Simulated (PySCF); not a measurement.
# ECD: SMILES Cc1ccc([SiH3])cc1C=O, C₈H₁₀OSi

Molfile (atoms numbered from 1):
```
C8H10OSi
     RDKit          3D

 20 20  0  0  0  0  0  0  0  0999 V2000
   -2.7266   -0.3608    0.2180 C   0  0  0  0  0  0  0  0  0  0  0  0
   -1.2333   -0.3198    0.1313 C   0  0  0  0  0  0  0  0  0  0  0  0
   -0.5288   -1.4345   -0.3304 C   0  0  0  0  0  0  0  0  0  0  0  0
    0.8613   -1.4377   -0.4262 C   0  0  0  0  0  0  0  0  0  0  0  0
    1.6208   -0.3170   -0.0626 C   0  0  0  0  0  0  0  0  0  0  0  0
    3.4935   -0.3034   -0.2189 Si  0  0  0  0  0  4  0  0  0  0  0  0
    0.9189    0.7990    0.4030 C   0  0  0  0  0  0  0  0  0  0  0  0
   -0.4767    0.8167    0.5038 C   0  0  0  0  0  0  0  0  0  0  0  0
   -1.0877    2.0627    1.0114 C   0  0  0  0  0  0  0  0  0  0  0  0
   -2.2664    2.2720    1.1632 O   0  0  0  0  0  0  0  0  0  0  0  0
   -3.1830    0.4222   -0.4056 H   0  0  0  0  0  0  0  0  0  0  0  0
   -3.0737   -0.1556    1.2411 H   0  0  0  0  0  0  0  0  0  0  0  0
   -3.1049   -1.3414   -0.1024 H   0  0  0  0  0  0  0  0  0  0  0  0
   -1.0883   -2.3278   -0.6213 H   0  0  0  0  0  0  0  0  0  0  0  0
    1.3610   -2.3404   -0.7907 H   0  0  0  0  0  0  0  0  0  0  0  0
    4.1036    0.3667    0.9696 H   0  0  0  0  0  0  0  0  0  0  0  0
    3.9886   -1.7097   -0.3144 H   0  0  0  0  0  0  0  0  0  0  0  0
    3.9279    0.4403   -1.4422 H   0  0  0  0  0  0  0  0  0  0  0  0
    1.4616    1.7013    0.7081 H   0  0  0  0  0  0  0  0  0  0  0  0
   -0.3338    2.8546    1.2630 H   0  0  0  0  0  0  0  0  0  0  0  0
  1  2  1  0
  2  3  1  0
  3  4  2  0
  4  5  1  0
  5  6  1  0
  5  7  2  0
  7  8  1  0
  8  9  1  0
  9 10  2  0
  8  2  2  0
  1 11  1  0
  1 12  1  0
  1 13  1  0
  3 14  1  0
  4 15  1  0
  6 16  1  0
  6 17  1  0
  6 18  1  0
  7 19  1  0
  9 20  1  0
M  END
```

Theory: TDDFT CAM-B3LYP/aug-cc-pVDZ circular dichroism and optical rotation, one conformer, gas phase in PySCF. Geometry: PBE0-D3(BJ)/def2-SVP.

No stereocentre is labelled: unless the shape is locked (an allene, a helicene, a hindered biaryl), the mirror image is equally populated and a measured rotation or CD is zero.

**Question.** Which excitations and rotatory strengths does the calculation give?

**Answer.** Rotatory strengths R in 10⁻⁴⁰ esu² cm², velocity form and length form (origin at the centre of mass); f in length form.
```tsv
state	E (eV)	λ (nm)	f	R (velocity)	R (length)	main
1	3.83	324	0.0002	+0.1	+0.1	HOMO−1→LUMO 0.86
2	4.76	261	0.037	-2.7	-2.7	HOMO→LUMO 0.73, HOMO−2→LUMO+1 0.11
3	5.32	233	0.137	+2.0	+2.0	HOMO−2→LUMO 0.65, HOMO→LUMO+1 0.17
4	6.16	201	0.776	+9.7	+9.9	HOMO→LUMO+1 0.71, HOMO−2→LUMO 0.20
5	6.24	199	0.007	-2.6	-2.7	HOMO−1→LUMO+1 0.91
6	6.35	195	0.183	-5.5	-5.5	HOMO−2→LUMO+1 0.79, HOMO→LUMO 0.09
7	6.43	193	0.003	+1.7	+1.7	HOMO−3→LUMO 0.85
8	6.53	190	8e-05	+0.6	+0.6	HOMO→LUMO+2 0.78
9	6.81	182	0.042	-0.7	-0.6	HOMO−1→LUMO+4 0.43, HOMO−1→LUMO+2 0.33
10	6.91	180	0.004	+1.9	+1.9	HOMO−2→LUMO+2 0.68
11	6.93	179	0.002	+0.8	+0.8	HOMO−6→LUMO 0.24, HOMO−1→LUMO+9 0.18
12	7.05	176	0.006	-7.9	-8.0	HOMO→LUMO+3 0.70, HOMO→LUMO+5 0.08
```

Among the states computed, the strongest CD band (largest |R|) is state 4. The largest dissymmetry factor in size, g = 4R/(D+G), with D and G the electric and magnetic dipole strengths, is +0.066 for state 8 (velocity form, f = 9e-05), among bands with |R| over 0.5. The mirror image has the same energies and oscillator strengths and all R with the opposite sign.
